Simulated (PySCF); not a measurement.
[PySCF 2.14: coordinates at the GFN2-xTB level; shieldings: GIAO PBE0/pcSseg-1; a single conformation; fast rotation and ring inversion assumed for equivalent nuclei; isolated molecule; relativity neglected]

Chemical shifts δ = σref − σ; ¹H and ¹³C vs TMS, all at this level. Shifts are as computed. Against solution values, carbons near 30 ppm lie about +3 ppm off and those near 130 ppm about +5 ppm. Of 1211 compounds with measured shifts, 218 miss one by over three times the rms of a fit or turn the order of signals round; such compounds aren't used in these exercises. OH and NH positions are gas-phase values without hydrogen bonding to other molecules.

(1) Order these molecules by the shift of their most shielded carbon-bound hydrogen, lowest δ first.
A. Fc1ccc2cnnn2c1
B. FCc1nc[nH]n1
C. Fc1ccc2ccccn12

(2) How many ¹³C and ¹H signals does each give (equivalence by symmetry and fast rotation, but not about amide C–N or C=N bonds)? `Fc1ccc2ccccn12`, `Fc1ccc2cnnn2c1`, `FCc1nc[nH]n1`, `Fc1nnn2ccccc12`

Answers

(1) B (5.87 ppm, hydrogen on an sp3 CH2 bonded to F, on an aromatic ring), C (6.61 ppm, hydrogen on an aromatic CH), A (7.37 ppm, hydrogen on an aromatic CH).

(2) Fc1ccc2ccccn12: 8 C, 6 H; Fc1ccc2cnnn2c1: 6 C, 4 H; FCc1nc[nH]n1: 3 C, 3 H; Fc1nnn2ccccc12: 6 C, 4 H.
